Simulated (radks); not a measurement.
Values are calculated unless marked as measured or tabulated.
The table gives one normalised radial function P(r) = r R(r) (large component) of Os3+ in [Xe] 4f14 5d5 (r in bohr). Level of theory: Dirac Kohn-Sham, BLYP, spin-unpolarised, spherical densities, finite nucleus; open shells are shared between the two j in proportion to 2j + 1; Fermi nuclear charge, rms radius 5.4126 fm (a radial shooting solver on a logarithmic mesh with Libxc functionals).

r,P
0.0008795,0.0652
0.001355,0.0896
0.00207,0.1195
0.003189,0.1543
0.004912,0.1866
0.007505,0.2012
0.01156,0.1717
0.01781,0.0646
0.02743,-0.1242
0.04191,-0.2957
0.06456,-0.2297
0.09945,0.1886
0.152,0.4419
0.2341,-0.1391
0.3605,-0.6470
0.5554,0.2586
0.8486,1.1712
1.307,0.8071
2.013,0.1888
3.077,0.0133
4.739,0.0002

Which n and l does it have? It may be an empty orbital.

Answer. n = 5, l = 0: the number of nodes gives n - l - 1 = 4, the rise at small r points to l (this Dirac orbital starts outside the nucleus as r^gamma with gamma = sqrt((l + 1)^2 - (Z/c)^2) = 0.83; the j = 1/2 orbital of l + 1 starts with the same power, but with a smaller coefficient, and then steepens), and the extent must fit the shell. The curve is that of 5s1/2. 5s1/2: eigenvalue -121.84 eV, 4 radial nodes at r = 0.0210, 0.0841, 0.218, 0.510 bohr, <r> = 1.00 bohr, 90 % of the charge inside 1.44 bohr.
